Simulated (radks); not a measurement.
Ho43+, configuration [Ar] 3d6. Method: scalar-relativistic Kohn-Sham, PBE, spin-polarised, spherical densities, finite nucleus; open shells are filled with parallel spins first (spin-orbit coupling, left out, can overturn this in heavy ions); Fermi nuclear charge, rms radius 5.2022 fm; computed with a radial shooting solver on a logarithmic mesh with Libxc functionals. Some entries of the table are withheld. Estimate them.

orbital  occ.  eigenvalue (hartree)  <1/r> (bohr^-1)  r(max) (bohr)
1s up       1             -2124.935            76.04        0.01312
1s down     1             -2124.929            76.04        0.01312
2s up       1             -425.1843            17.76        0.07448
2s down     1             -424.5696            17.78        0.07443
2p up       3             -386.6407            16.44        0.06047
2p down     3             -386.1626            16.46        0.06042
3s up       1             -152.0207            6.850         0.2060
3s down     1             -151.3453            6.828         0.2063
3p up       3             -140.2554            6.443         0.2013
3p down     3             -139.5644            6.421         0.2016
3d up       5             -126.7654            6.124            (1)
3d down     1             -125.8971            6.109            (2)

Answer. 
(1) 3d up r(max) (bohr): 0.1620
(2) 3d down r(max) (bohr): 0.1624
